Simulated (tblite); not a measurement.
C₈H₁₆N₂.
Geometry (GFN2-xTB, Å), atoms numbered from 1 in this order:
```xyz
26
C8H16N2 angstrom
C      4.013   -0.405   -0.215
C      2.911    0.319   -0.266
C      1.541   -0.237   -0.497
N      0.597    0.430    0.382
N     -0.754    0.213    0.026
C     -1.536    1.390    0.384
C     -1.110    2.576   -0.468
C     -1.294   -1.005    0.558
C     -1.194   -2.254   -0.269
C     -2.521   -1.585   -0.075
H      4.982    0.037   -0.061
H      3.993   -1.476   -0.338
H      2.943    1.392   -0.137
H      1.552   -1.332   -0.385
H      1.222   -0.002   -1.519
H      0.776    0.174    1.358
H     -1.417    1.637    1.453
H     -2.587    1.154    0.203
H     -1.694    3.456   -0.209
H     -1.257    2.347   -1.520
H     -0.057    2.784   -0.303
H     -1.194   -1.120    1.644
H     -0.739   -2.169   -1.243
H     -1.003   -3.191    0.232
H     -3.253   -2.054    0.564
H     -2.940   -1.059   -0.918
```

Method: GFN2-xTB as coded in tblite; computed harmonic values from a numerical Hessian at the method's own geometry, unscaled. Against measured fundamentals such values can be off by several per cent, at times by over 20. One conformer, not necessarily the lowest.

Harmonic wavenumbers (cm⁻¹): 42.0, 58.1, 73.4, 81.7, 96.1, 141.4, 175.0, 214.5, 265.7, 295.4, 338.4, 401.8, 425.4, 493.5, 516.7, 613.9, 782.4, 805.8, 829.1, 844.5, 858.7, 895.6, 924.0, 958.0, 977.6, 998.4, 1019.9, 1027.7, 1048.6, 1071.8, 1077.3, 1092.6, 1102.6, 1118.0, 1124.9, 1145.5, 1156.0, 1173.5, 1199.2, 1212.9, 1259.3, 1262.6, 1269.5, 1314.3, 1338.2, 1365.6, 1396.8, 1406.8, 1416.9, 1423.8, 1468.3, 1474.1, 1479.5, 1481.6, 1500.3, 1718.6, 2826.5, 2847.9, 2865.4, 2939.6, 2979.3, 3039.5, 3049.5, 3059.3, 3070.6, 3083.4, 3090.3, 3096.6, 3105.1, 3118.9, 3125.4, 3187.5.

A = 1706, B = 823.0, C = 591.4 MHz; mass 140.131 u (most abundant isotopes); point group C1, symmetry number 1.

**Question.** Zero-point energy?

**Answer.** Half the sum of the wavenumbers: 49869 cm⁻¹ = 142.58 kcal/mol.

**Question.** Give the ideal-gas entropy at 350 K and 1 bar in the rigid-rotor, harmonic-oscillator model (classical rotation).

**Answer.** Translation 41.55, rotation 30.82, vibration 45.41: S = 117.8 cal/(mol K).

**Question.** And Cp and H(350 K) − H(0)?

**Answer.** Cp = 52.81 cal/(mol K), of which vibrations give 44.86 (their classical limit is 72 R = 143.1); H(350 K) − H(0) = 10.74 kcal/mol without the zero-point energy, 7.95 from vibrations.

**Question.** Blend soft modes into free rotors: weight 1/[1 + (100 cm⁻¹/ν̃)⁴] for the oscillator and the rest for a rotor with moment μB/(μ + B), μ = h/(8π²ν), B = 10⁻⁴⁴ kg m². What vibrational entropy results?

**Answer.** 40.70 cal/(mol K) in place of 45.41, which changes −T·S at 350 K by +1.65 kcal/mol.

**Question.** What must be added to the electronic energy to get the Gibbs energy at 350 K and 1 bar?

**Answer.** ZPE + [H(350 K) − H(0)] − T·S = 142.58 + 10.74 − 41.22 = 112.10 kcal/mol.

Hindered rotation and anharmonicity are outside this model. Other conformers, if any are populated, would add a mixing term that is left out. The structure is chiral; the term R ln 2 for an equal mix with its mirror image is left out.
